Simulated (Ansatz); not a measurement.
One change: `O[SiH](F)[SiH2]Cl` becomes `O[SiH](O)F`.

Ansatz, PBE0-D4/def2-TZVP geometries, multiplicity 1. Each molecule was computed in one conformer, which needn't be the lowest.

```
                                                                                  property  `O[SiH](F)[SiH2]Cl`
ideal-gas entropy at 298 K and 1 bar (rigid rotor, harmonic PBE0-D4/def2-TZVP) / J/(mol·K)                  370
                                                   HOMO–LUMO gap (ωB97M-V/def2-TZVPP) / eV                11.03
                                                     LUMO energy (ωB97M-V/def2-TZVPP) / eV                 0.75
                                            size of the dipole moment (PBE/def2-TZVPP) / D                 1.13
                                                        HOMO energy (PBE0/def2-TZVPP) / eV                -8.22
                                                       LUMO energy (B3LYP/def2-TZVPP) / eV                -1.23
```

**Question.** What does the change do to each property? (Best estimate.)

**Answer.** The calculation gave: 
```tsv
property	`O[SiH](O)F`	shift
ideal-gas entropy at 298 K and 1 bar (rigid rotor, harmonic PBE0-D4/def2-TZVP) / J/(mol·K)	306	-64
HOMO–LUMO gap (ωB97M-V/def2-TZVPP) / eV	14.18	3.15
LUMO energy (ωB97M-V/def2-TZVPP) / eV	2.15	1.40
size of the dipole moment (PBE/def2-TZVPP) / D	1.51	0.38
HOMO energy (PBE0/def2-TZVPP) / eV	-9.62	-1.40
LUMO energy (B3LYP/def2-TZVPP) / eV	0.29	1.52
```

With PBE0 the HOMO falls by 1.40 eV and the LUMO rises by 1.75 eV, so the gap widens by about 3.15 eV. PBE moves the HOMO by -0.99 eV and ωB97M-V by -1.75 eV. The zero-point energy changes by -13.6 kJ/mol with -6 modes. Dipoles are sizes alone; their direction can turn. Modes under 60 cm⁻¹, often nearly free rotors, make the harmonic entropy too high.

B3LYP here is the variant with VWN-RPA as its local correlation; programs differ in this.
